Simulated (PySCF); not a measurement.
# Atomic charges against the basis set

Species: C6H10BP.
Atom-mapped SMILES: `[BH3-:1][PH2+:2][c:3]1[cH:4][cH:5][cH:6][cH:7][cH:8]1` (hydrogens: H9, H10, H11 on B1; H12, H13 on P2; H14 on C4; H15 on C5; H16 on C6; H17 on C7; H18 on C8)

PBE0 throughout (PySCF), one geometry, spherical d and f functions. One conformer (not necessarily the lowest) at the PBE0-D3(BJ)/def2-SVP geometry, without solvent, vibrations or thermal averaging. Atoms taken as equivalent share a column and are averaged. The first 7 of 11 kinds of atom are listed.

Mulliken charges (e):

```tsv
basis	functions	B1	P2	C3	C4/C8	C5/C7	C6	H9/H10/H11
pcSseg-0	96	-0.418	+0.218	-0.505	-0.156	-0.232	-0.228	+0.051
cc-pVDZ	166	-0.269	+0.340	-0.195	+0.029	+0.005	+0.005	-0.037
def2-SVP	166	-0.263	+0.383	-0.214	+0.004	-0.016	-0.009	-0.029
aug-cc-pVDZ	278	-1.929	-0.460	+0.258	+0.546	+0.752	+0.435	+0.574
def2-TZVP	314	-0.381	+0.153	+0.164	-0.192	-0.119	-0.107	-0.007
```

IAO charges (e):

```json
{"basis": "pcSseg-0", "functions": "96", "B1": "-0.627", "P2": "+0.615", "C3": "-0.190", "C4/C8": "-0.136", "C5/C7": "-0.142", "C6": "-0.139", "H9/H10/H11": "+0.014"}
{"basis": "cc-pVDZ", "functions": "166", "B1": "-0.647", "P2": "+0.754", "C3": "-0.204", "C4/C8": "-0.140", "C5/C7": "-0.140", "C6": "-0.137", "H9/H10/H11": "+0.013"}
{"basis": "def2-SVP", "functions": "166", "B1": "-0.640", "P2": "+0.766", "C3": "-0.207", "C4/C8": "-0.135", "C5/C7": "-0.136", "C6": "-0.134", "H9/H10/H11": "+0.010"}
{"basis": "aug-cc-pVDZ", "functions": "278", "B1": "-0.650", "P2": "+0.754", "C3": "-0.203", "C4/C8": "-0.144", "C5/C7": "-0.144", "C6": "-0.142", "H9/H10/H11": "+0.013"}
{"basis": "def2-TZVP", "functions": "314", "B1": "-0.660", "P2": "+0.790", "C3": "-0.216", "C4/C8": "-0.141", "C5/C7": "-0.144", "C6": "-0.141", "H9/H10/H11": "+0.015"}
```

Question: Which scheme is steadiest as the basis changes?

Answer: Largest range over the bases for any column: IAO 0.18 e, Mulliken 1.67 e. IAO charges move least and Mulliken charges most, counted in e.

Question: How much do the charges still move between the two largest bases, aug-cc-pVDZ and def2-TZVP?

Answer: At most, over all atoms: Mulliken 1.548 e, IAO 0.036 e.

Question: What do the same runs give for the total energy, the frontier levels and the dipole moment?

Answer: 
| basis | energy (Eh) | HOMO (eV) | LUMO (eV) | μ (D) |
| --- | --- | --- | --- | --- |
| pcSseg-0 | -599.4063 | -7.84 | -1.03 | 5.26 |
| cc-pVDZ | -600.4038 | -7.54 | -0.98 | 4.98 |
| def2-SVP | -600.1002 | -7.63 | -1.06 | 5.03 |
| aug-cc-pVDZ | -600.4155 | -7.62 | -1.17 | 4.84 |
| def2-TZVP | -600.4904 | -7.63 | -1.17 | 4.87 |

The dipole is fixed by the density alone, so its range of 0.42 D shows that the density itself changes with the basis, not only its division among atoms.
